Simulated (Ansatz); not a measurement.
C$_{2}$H$_{6}$ClFSeSn (`C[Se][Sn]([CH3])([F])[Cl]`), relaxed with RKS PBE-D4/def2-SVP in Ansatz 0.2.0 from a rough embedded geometry. The force threshold is 0.03 eV/Å; the program also tests the step.

Charge 0, multiplicity 1. Sn: def2 effective core potential.

Start:

```xyz
12

C    -1.114    1.024    1.572
Se   -0.417    2.137    0.150
Sn    0.057    0.102   -1.355
C     1.470   -1.157   -0.362
F     0.907    0.730   -3.003
Cl   -1.937   -0.995   -1.855
H    -1.485    1.636    2.374
H    -0.343    0.312    1.870
H    -2.037    0.453    1.116
H     0.908   -1.581    0.571
H     2.314   -0.645   -0.053
H     1.678   -2.016   -1.026
```

(1) How much energy does the relaxation release, and in how many steps? (An estimate is asked.)

(2) Which bonds change most? (Best estimate.)

(3) Give the relaxed structure. (Best estimate.)

Results:

(1) Computed: 46.51 kJ/mol, in 49 steps, 5 of them rejected.

(2) Computed: C1–H9 from 1.178 to 1.105 Å; C4–H11 from 1.034 to 1.106 Å; C4–H10 from 1.168 to 1.106 Å; Sn3–Cl6 from 2.330 to 2.380 Å.

(3) Computed: 
```xyz
12

C    -1.706    1.619    1.345
Se    0.264    1.433    1.264
Sn    0.274   -0.325   -0.562
C     2.067   -1.471   -0.894
F    -0.214    0.499   -2.279
Cl   -1.581   -1.759   -0.154
H    -1.923    2.109    2.312
H    -2.180    0.621    1.315
H    -2.064    2.248    0.511
H     2.101   -2.294   -0.156
H     2.943   -0.807   -0.778
H     2.021   -1.873   -1.924
```
